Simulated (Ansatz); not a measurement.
Reaction: SiH3F (fluorosilane, SMILES F[SiH3]) → SiH2F (SMILES F[SiH2], doublet) + H (doublet) (the H-Si bond breaks)
Each species at its own B3LYP-D3(BJ)/def2-TZVP minimum (Ansatz, an electronic-structure program).

Total energies in hartree (Ansatz). UHF or UKS for unpaired electrons; spin-orbit terms are left out. Cores are frozen in correlated methods. No relativity. For partners of very few electrons the exact lower level stands in for a higher one.

```tsv
species	HF/cc-pV(T+d)Z	CCSD(T)/cc-pV(T+d)Z	HF/cc-pV(Q+d)Z	CCSD(T)/cc-pV(Q+d)Z	CCSDT(Q)/cc-pV(T+d)Z
1: SiH3F (SMILES F[SiH3])	-390.23008	-390.64615	-390.24433	-390.69292	-390.64699
2: SiH2F (SMILES F[SiH2], doublet)	-389.60431	-389.98995	-389.61844	-390.03521	-389.99088
3: H (doublet)	-0.49981	-0.49981	-0.49995	-0.49995	-0.49981
```

Q: Work out the bond dissociation energy (electronic) in kcal/mol: take Hartree-Fock from cc-pV(Q+d)Z, extrapolate the CCSD(T) correlation energy as X^-3 (X = 3, 4), and add CCSDT(Q) - CCSD(T) in cc-pV(T+d)Z. 1 hartree = 627.51 kcal/mol.

A: 
Species 1: correlation (64·(-0.44859) - 27·(-0.41607))/37 = -0.47232; step -0.00084; E1 = -390.24433 + (-0.47232) + (-0.00084) = -390.71749
Species 2: correlation (64·(-0.41677) - 27·(-0.38564))/37 = -0.43949; step -0.00093; E2 = -389.61844 + (-0.43949) + (-0.00093) = -390.05886
Species 3: correlation (64·(0.00000) - 27·(0.00000))/37 = 0.00000; step +0.00000; E3 = -0.49995 + (0.00000) + (+0.00000) = -0.49995
-1·E1 +1·E2 +1·E3 = 0.15868 hartree = 99.6 kcal/mol.
